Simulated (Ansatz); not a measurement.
Ansatz (a first-principles code) input:
A basis named .json is the Basis Set Exchange file of that set.

Ansatz 0.2 input:
```yaml
crystal:
  periodic: [false, false, false]
  atoms:
    - {symbol: S, position_ang: [0.08993919, 0.00028549, -0.00039191]}
    - {symbol: H, position_ang: [-1.22735214, -0.00389597, 0.00534821]}
    - {symbol: H, position_ang: [-0.05803831, 1.64023734, 0.02031799]}
    - {symbol: H, position_ang: [-0.04779913, -1.64057330, -0.01985680]}
    - {symbol: H, position_ang: [-0.04570696, -0.02023278, 1.64062832]}
    - {symbol: H, position_ang: [-0.06013048, 0.01989682, -1.64016714]}
basis:
  gaussian:
    orbitals: def2-QZVPP.json
total_charge: -1
magnetization: {spin_polarized: false}
correlation: {method: ccsd_t, electrons: outside_noble_gas}
```

Task: Predict the final energy.

Result: -400.55620 Eh (CCSD(T)/def2-QZVPP). The basis has 220 functions. The run takes roughly 30 core-seconds.

Whether it binds its extra electron was not tested at this geometry.
